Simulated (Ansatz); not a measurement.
The cluster GeSe2⁻. Charge -1, multiplicity 2. Geometry r2SCAN-D4/def2-TZVPD, basis def2-TZVPD, Ansatz.

```xyz
3

Ge   -0.052    0.565    0.251
Se   -0.440    0.491   -1.960
Se    0.492   -1.056    1.709
```

```json
{"run": "A", "HOMO (eV)": "-1.23", "LUMO (eV)": "1.13"}
{"run": "B", "HOMO (eV)": "-0.20", "LUMO (eV)": "0.52"}
{"run": "C", "HOMO (eV)": "-0.89", "LUMO (eV)": "0.88"}
{"run": "D", "HOMO (eV)": "-3.22", "LUMO (eV)": "2.80"}
{"run": "E", "HOMO (eV)": "-0.25", "LUMO (eV)": "0.43"}
{"run": "F", "HOMO (eV)": "-3.65", "LUMO (eV)": "3.94"}
```

The structure comes from a short search, and lower isomers may exist.

HOMO and LUMO are taken over both spins.

**Question.** The runs used HF, PBE, PBE0, r2SCANh, revPBE, ωB97X-V. Estimate which is which.

**Answer.** A PBE0 (25 % exact exchange); B revPBE (0 % exact exchange); C r2SCANh (10 % exact exchange); D ωB97X-V (range-separated); E PBE (0 % exact exchange); F HF (100 % exact exchange). Exact exchange lowers occupied and raises empty levels; among semilocal functionals meta-GGAs tend to open the gap a little, and such runs are hard to tell apart. The gap grows from 0.68 eV (PBE) to 7.59 eV (HF).
